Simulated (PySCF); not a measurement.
**Working out the excitation energy of C⁺**

C⁺ [He] 2s2 2p1 (2P) → C⁺ [He] 2s1 2p1 3s1 (4P). Calculation: PySCF 2.14, in dyall-av2z (11s7p2d, 42 functions); no relativity, point nucleus. Frozen: 1s2; the 8 highest virtual orbitals dropped. Energies in hartree (1 hartree = 27.21139 eV):

```json
{"part": "UHF", "C⁺ (lower)": "-37.295165", "C⁺ (upper)": "-36.602013"}
{"part": "MP2 opposite-spin", "C⁺ (lower)": "-0.043726", "C⁺ (upper)": "0.000000"}
{"part": "MP2 same-spin", "C⁺ (lower)": "-0.003136", "C⁺ (upper)": "-0.006667"}
```

**Question.** What does Hartree-Fock give?

**Answer.** (-36.602013) − (-37.295165) = 0.693152 hartree = 18.862 eV.

**Question.** What do MP2 and SCS-MP2 (6/5 opposite-spin, 1/3 same-spin) give?

**Answer.** The opposite-spin parts differ by 1.190 eV and the same-spin parts by -0.096 eV. MP2: 18.862 + (1.190) + (-0.096) = 19.956 eV. SCS-MP2: 18.862 + 1.2 × (1.190) + (-0.096)/3 = 20.258 eV.

A double-zeta basis recovers only part of the correlation energy.
